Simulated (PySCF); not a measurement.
C3H7ClOSi, SMILES O[Si@H](C)C(=C)Cl. The structure is a stationary point at ωB97X-D3(BJ)/def2-SVP. The structure was generated by enumeration; whether it is a known compound was not checked. Other conformers were not sampled.

Problem. Give the equilibrium geometry at ωB97X-D3(BJ)/def2-SVP (PySCF confirms it by a frequency run) as Cartesian coordinates in Å. (Estimate from the structure and the level; the computed values follow.)

Solution. Several could match; the one computed here: 
```xyz
13

C      1.6426    -0.1194     1.2479
C      0.8747    -0.0703     0.1588
Cl     1.4648    -0.6610    -1.3814
Si    -0.8933     0.5702     0.0862
C     -2.0387    -0.8347    -0.3272
O     -1.3066     1.1710     1.5915
H      1.2365     0.2476     2.1958
H      2.6618    -0.5189     1.2347
H     -0.9356     1.6512    -0.9429
H     -3.0705    -0.4838    -0.4827
H     -1.6951    -1.3384    -1.2444
H     -2.0392    -1.5712     0.4917
H     -0.9729     2.0449     1.8167
```
Charge 0, spin multiplicity 1.
